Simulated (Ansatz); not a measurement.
One change: `[BH2][SbH][CH3]` becomes `[CH3][SbH][OH]`.

Ansatz, PBE0-D4/def2-TZVP geometries, multiplicity 1. Each molecule was computed in one conformer, which needn't be the lowest.

Elements past krypton have def2 core potentials.

```json
{"property": "size of the dipole moment (PBE/def2-TZVPP) / D", "`[BH2][SbH][CH3]`": "0.93"}
{"property": "LUMO energy (PBE0/def2-TZVPP) / eV", "`[BH2][SbH][CH3]`": "-2.12"}
{"property": "HOMO–LUMO gap (PBE/def2-TZVPP) / eV", "`[BH2][SbH][CH3]`": "2.73"}
{"property": "HOMO energy (B3LYP/def2-TZVPP) / eV", "`[BH2][SbH][CH3]`": "-6.52"}
{"property": "LUMO energy (PBE/def2-TZVPP) / eV", "`[BH2][SbH][CH3]`": "-3.03"}
{"property": "HOMO energy (ωB97M-V/def2-TZVPP) / eV", "`[BH2][SbH][CH3]`": "-8.71"}
```

What does the change do to each property? (An estimate is asked.)

The calculation gave: 
```csv
property,`[CH3][SbH][OH]`,shift
size of the dipole moment (PBE/def2-TZVPP) / D,1.39,0.46
LUMO energy (PBE0/def2-TZVPP) / eV,-0.82,1.30
HOMO–LUMO gap (PBE/def2-TZVPP) / eV,4.30,1.57
HOMO energy (B3LYP/def2-TZVPP) / eV,-6.82,-0.30
LUMO energy (PBE/def2-TZVPP) / eV,-1.60,1.43
HOMO energy (ωB97M-V/def2-TZVPP) / eV,-9.10,-0.39
```

With PBE0 the HOMO falls by 0.30 eV and the LUMO rises by 1.30 eV, so the gap widens by about 1.60 eV. PBE moves the HOMO by -0.14 eV and ωB97M-V by -0.39 eV. The zero-point energy changes by -17.5 kJ/mol with -3 modes. Dipoles are sizes alone; their direction can turn.

B3LYP here is the variant with VWN-RPA as its local correlation; programs differ in this.

Spin–orbit coupling is left out; it splits and shifts lone-pair levels of the heavy atoms by tenths of an eV.
